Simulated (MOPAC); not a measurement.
MOPAC input (MNDO):

```
MNDO PRECISE GNORM=0.05 LET XYZ CHARGE=-1 GEO-OK AUX(PRECISION=9) THREADS=1
C4H2BrO

Br    1.48281200 1    0.27214200 1    0.11492200 1
C    -0.40540900 1   -0.01641600 1   -0.03416900 1
C    -1.40059300 1    0.89345500 1   -0.16308900 1
C    -2.59021500 1    0.09244100 1   -0.22766700 1
C    -2.30234600 1   -1.26131900 1   -0.13867700 1
O    -0.85419200 1   -1.27752600 1   -0.01307400 1
H    -1.27898800 1    1.96488400 1   -0.20339700 1
H    -3.59453800 1    0.48140400 1   -0.33268100 1
```

Output:

```
 *******************************************************************************
 **                                                                           **
 **                              MOPAC v23.2.5                                **
 **                                                                           **
 *******************************************************************************
 ** MOPAC's Digital Object Identifier: https://doi.org/10.5281/zenodo.6511958 **
 **                                                                           **
 ** Please cite the open-source release paper for use of this MOPAC version:  **
 ** J. E. Moussa and J. J. P. Stewart (2026)                                  **
 ** MOPAC: An open-source semiempirical molecular orbital program             **
 ** J. Open Source Softw., 11(119), 8025, https://doi.org/10.21105/joss.08025 **
 *******************************************************************************

                              MNDO CALCULATION RESULTS

 *******************************************************************************
 *  MNDO       - The MNDO Hamiltonian to be used
 *  GEO-OK     - OVERRIDE INTERATOMIC DISTANCE AND OTHER SAFETY CHECKS
 *
 *
 *
 *                 CHARGE ON SYSTEM = -1
 *
 *
 *
 *  LET        - OVERRIDE SOME SAFETY CHECKS
 *  PRECISE    - TIGHTER CRITERIA TO BE USED
 *  XYZ        - CARTESIAN COORDINATE SYSTEM TO BE USED
 *  GNORM      - EXIT WHEN GRADIENT NORM DROPS BELOW 0.050
 *  AUX        - OUTPUT AUXILIARY INFORMATION
 *******************************************************************************
MNDO PRECISE GNORM=0.05 LET XYZ CHARGE=-1 GEO-OK AUX(PRECISION=9) THREADS=1
 C4H2BrO

   ATOM   CHEMICAL          X               Y               Z
  NUMBER   SYMBOL      (ANGSTROMS)     (ANGSTROMS)     (ANGSTROMS)

     1      Br          1.48281200  *   0.27214200  *   0.11492200  *
     2       C         -0.40540900  *  -0.01641600  *  -0.03416900  *
     3       C         -1.40059300  *   0.89345500  *  -0.16308900  *
     4       C         -2.59021500  *   0.09244100  *  -0.22766700  *
     5       C         -2.30234600  *  -1.26131900  *  -0.13867700  *
     6       O         -0.85419200  *  -1.27752600  *  -0.01307400  *
     7       H         -1.27898800  *   1.96488400  *  -0.20339700  *
     8       H         -3.59453800  *   0.48140400  *  -0.33268100  *

          CARTESIAN COORDINATES

    NO.       ATOM           X           Y           Z

     1        Br          1.4828      0.2721      0.1149
     2         C         -0.4054     -0.0164     -0.0342
     3         C         -1.4006      0.8935     -0.1631
     4         C         -2.5902      0.0924     -0.2277
     5         C         -2.3023     -1.2613     -0.1387
     6         O         -0.8542     -1.2775     -0.0131
     7         H         -1.2790      1.9649     -0.2034
     8         H         -3.5945      0.4814     -0.3327

  H: (MNDO): M.J.S. DEWAR, W. THIEL, J. AM. CHEM. SOC., 99, 4899, (1977)
  C: (MNDO): M.J.S. DEWAR, W. THIEL, J. AM. CHEM. SOC., 99, 4899, (1977)
  O: (MNDO): M.J.S. DEWAR, W. THIEL, J. AM. CHEM. SOC., 99, 4899, (1977)
 Br: (MNDO): M.J.S.DEWAR, E.F. HEALY, J. COMP. CHEM., 4, 542, (1983)

           Empirical Formula: C4 H2 O Br  =     8 atoms

      MOLECULAR POINT GROUP   :   Cs

      RHF CALCULATION, NO. OF DOUBLY OCCUPIED LEVELS = 16

          Geometry optimization using EF

          DIAGONAL MATRIX USED AS START HESSIAN

 CYCLE:     1  GRAD.:   165.581 HEAT:  21.31983
 CYCLE:     2  GRAD.:   302.418 HEAT:  27.20736
 CYCLE:     3  GRAD.:   291.848 HEAT:  27.96662
 CYCLE:     4  GRAD.:   244.938 HEAT:  28.03053
 CYCLE:     5  GRAD.:   239.617 HEAT:  24.39416
 CYCLE:     6  GRAD.:   382.646 HEAT:  34.98237
 CYCLE:     7  GRAD.:   291.687 HEAT:  31.00956
 CYCLE:     8  GRAD.:   244.355 HEAT:  24.03689
 CYCLE:     9  GRAD.:   301.420 HEAT:  30.72037
 CYCLE:    10  GRAD.:   293.646 HEAT:  28.68373
 CYCLE:    11  GRAD.:   208.176 HEAT:  22.83952
 CYCLE:    12  GRAD.:   215.180 HEAT:  23.60923
 CYCLE:    13  GRAD.:   260.349 HEAT:  28.32929
 CYCLE:    14  GRAD.:   171.570 HEAT:  19.25416
 CYCLE:    15  GRAD.:   329.377 HEAT:  31.31515
 CYCLE:    16  GRAD.:    58.111 HEAT:  12.48054
 CYCLE:    17  GRAD.:    84.648 HEAT:  14.23315
 CYCLE:    18  GRAD.:    23.786 HEAT:  11.51298
 CYCLE:    19  GRAD.:    19.886 HEAT:  11.45259
 CYCLE:    20  GRAD.:     5.707 HEAT:  11.36729
 CYCLE:    21  GRAD.:    10.132 HEAT:  11.38239
 CYCLE:    22  GRAD.:     0.481 HEAT:  11.34697
 CYCLE:    23  GRAD.:     0.258 HEAT:  11.34674
 CYCLE:    24  GRAD.:     0.237 HEAT:  11.34655
 CYCLE:    25  GRAD.:     0.068 HEAT:  11.34652
 CYCLE:    26  GRAD.:     0.015 HEAT:  11.34652

     GRADIENT =  0.01497 IS LESS THAN CUTOFF =  0.05000

 -------------------------------------------------------------------------------
 MNDO PRECISE GNORM=0.05 LET XYZ CHARGE=-1 GEO-OK AUX(PRECISION=9) THREADS=1
 C4H2BrO

     GEOMETRY OPTIMISED USING EIGENVECTOR FOLLOWING (EF).
     SCF FIELD WAS ACHIEVED

                              MNDO CALCULATION
                                                       MOPAC v23.2.5 Linux

          FINAL HEAT OF FORMATION =         11.34652 KCAL/MOL =      47.47383 KJ/MOL

          COSMO AREA              =        125.45 SQUARE ANGSTROMS
          COSMO VOLUME            =        114.35 CUBIC ANGSTROMS

          GRADIENT NORM           =          0.01497          =       0.00529 PER ATOM
          IONIZATION POTENTIAL    =          2.976870 EV
          HOMO LUMO ENERGIES (EV) =         -2.977  5.461
          NO. OF FILLED LEVELS    =         16
          MOLECULAR WEIGHT        =        145.9632         POINT GROUP:  Cs

          MOLECULAR DIMENSIONS (Angstroms)

            Atom       Atom       Distance
            H     8   Br     1     5.05791
            H     7    C     5     3.27448
            C     3    C     4     0.00000

          SCF CALCULATIONS        =         27

   ATOM   CHEMICAL          X               Y               Z
  NUMBER   SYMBOL      (ANGSTROMS)     (ANGSTROMS)     (ANGSTROMS)

     1      Br          1.43392236  *   0.24876674  *   0.11181573  *
     2       C         -0.36502136  *  -0.00414074  *  -0.03126983  *
     3       C         -1.40684718  *   0.91073682  *  -0.16444746  *
     4       C         -2.59033638  *   0.11686760  *  -0.22883517  *
     5       C         -2.19216131  *  -1.24880410  *  -0.12977224  *
     6       O         -0.85645014  *  -1.28799718  *  -0.01277199  *
     7       H         -1.32793620  *   1.98632951  *  -0.20863306  *
     8       H         -3.59906794  *   0.48024827  *  -0.33301663  *

                             CARTESIAN COORDINATES

   1   Br        1.433922356     0.248766737     0.111815734
   2    C       -0.365021361    -0.004140738    -0.031269826
   3    C       -1.406847183     0.910736817    -0.164447458
   4    C       -2.590336379     0.116867605    -0.228835170
   5    C       -2.192161308    -1.248804103    -0.129772242
   6    O       -0.856450135    -1.287997180    -0.012771991
   7    H       -1.327936196     1.986329507    -0.208633056
   8    H       -3.599067938     0.480248269    -0.333016629

           Empirical Formula: C4 H2 O Br  =     8 atoms

      MOLECULAR POINT GROUP   :   Cs

                  EIGENVALUES
 -40.36446 -29.36259 -24.02708 -21.27832 -16.44280 -15.30662 -12.16978  -9.95036
  -9.65777  -8.65745  -8.15850  -8.00100  -7.63756  -4.95324  -3.39897  -2.97687
   5.46119   6.17087   7.71210   9.05553   9.87555  10.42347  10.74290  11.33805
  12.06211  12.71446

              NET ATOMIC CHARGES AND DIPOLE CONTRIBUTIONS

  ATOM NO.   TYPE          CHARGE      No. of ELECS.   s-Pop       p-Pop
    1         Br          -0.092617        7.0926     1.98052     5.11210
    2          C          -0.231344        4.2313     1.23186     2.99948
    3          C          -0.056912        4.0569     1.20442     2.85249
    4          C          -0.362920        4.3629     1.22443     3.13849
    5          C          -0.219910        4.2199     1.60283     2.61708
    6          O          -0.111703        6.1117     1.81492     4.29678
    7          H           0.037894        0.9621     0.96211
    8          H           0.037513        0.9625     0.96249
 DIPOLE           X         Y         Z       TOTAL
 POINT-CHG.     7.118     1.868     0.525     7.378
 HYBRID         0.566     2.111    -0.051     2.186
 SUM            7.684     3.979     0.474     8.667

          ATOMIC ORBITAL ELECTRON POPULATIONS

     Atom    s        px        py        pz
    1 Br   1.98052   1.15625   1.97128   1.98457
    2  C   1.23186   0.78863   0.87119   1.33966
    3  C   1.20442   0.92749   0.88949   1.03552
    4  C   1.22443   0.89415   0.94300   1.30134
    5  C   1.60283   0.77192   1.22585   0.61930
    6  O   1.81492   1.29577   1.29799   1.70302
    7  H   0.96211
    8  H   0.96249

 **********************
 *                    *
 * JOB ENDED NORMALLY *
 *                    *
 **********************

 == MOPAC DONE ==
```

The dipole moment of an ion depends on the origin.

The geometry given is a B3LYP-D3(BJ)/def2-TZVP minimum.
